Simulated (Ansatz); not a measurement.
Sn₂H₂⁻, 4 atoms. Hardware: 4 threads of Arm Neoverse V2 on a shared host.

In the def2 sets Sn takes a core potential; there is no spin–orbit coupling. Correlated methods freeze 8 core orbitals; core or outer-core shells of Sn are correlated, in sets that lack core-valence functions.

(1) How many basis functions does each of these Ansatz runs have, and roughly what does it cost? PBE with 5 % exact exchange/def2-TZVPD, charge -1 doublet, energy, from earlier orbitals; RPA@PBE/def2-TZVPD, charge -1 quartet, energy, from earlier orbitals; PBE with 35 % exact exchange/def2-TZVPD, charge -1 quartet, energy, from earlier orbitals; B3LYP-D4/def2-TZVPD, charge -1 quartet, energy, from earlier orbitals; HF/STO-3G, charge -1 quartet, energy; PBE with 35 % exact exchange/def2-TZVPD, charge -1 doublet, energy, from earlier orbitals; PBE0-D4/def2-TZVPD, charge 0 triplet at the geometry of the charge -1 doublet, energy; PBE-D4/def2-TZVPD, charge -1 doublet, relaxation, 11 steps; MP2/def2-TZVPD, charge -1 doublet, energy, from earlier orbitals; B3LYP-D4/def2-TZVPD, charge -1 doublet, energy, from earlier orbitals; PBE0-D4/def2-TZVPD, charge 0 singlet at the geometry of the charge -1 doublet, energy, from earlier orbitals; PBE-D4/def2-TZVPD, charge -1 quartet, energy, from earlier orbitals.

Results:

(1) Other jobs shared the machine, so times can vary by a factor of up to 3. A dash marks memory too small to be measured apart from the calling script's.

```csv
run,functions,fitting or Cholesky vectors,wall time,peak host memory (GiB)
"HF/STO-3G, charge -1 quartet, energy",56,738,0.55 s,–
"PBE0-D4/def2-TZVPD, charge 0 singlet at the geometry of the charge -1 doublet, energy, from earlier orbitals",130,1078,1.3 s,–
"PBE-D4/def2-TZVPD, charge -1 quartet, energy, from earlier orbitals",130,910,1.5 s,–
"PBE with 35 % exact exchange/def2-TZVPD, charge -1 quartet, energy, from earlier orbitals",130,1096,1.9 s,–
"PBE0-D4/def2-TZVPD, charge 0 triplet at the geometry of the charge -1 doublet, energy",130,1078,2 s,–
"PBE with 5 % exact exchange/def2-TZVPD, charge -1 doublet, energy, from earlier orbitals",130,910,2.4 s,–
"B3LYP-D4/def2-TZVPD, charge -1 quartet, energy, from earlier orbitals",130,1030,2.4 s,–
"B3LYP-D4/def2-TZVPD, charge -1 doublet, energy, from earlier orbitals",130,1030,2.7 s,–
"MP2/def2-TZVPD, charge -1 doublet, energy, from earlier orbitals",130,1178,2.8 s,–
"RPA@PBE/def2-TZVPD, charge -1 quartet, energy, from earlier orbitals",130,1178,3.3 s,–
"PBE with 35 % exact exchange/def2-TZVPD, charge -1 doublet, energy, from earlier orbitals",130,1096,3.4 s,–
"PBE-D4/def2-TZVPD, charge -1 doublet, relaxation, 11 steps",130,910,15 s,–
```
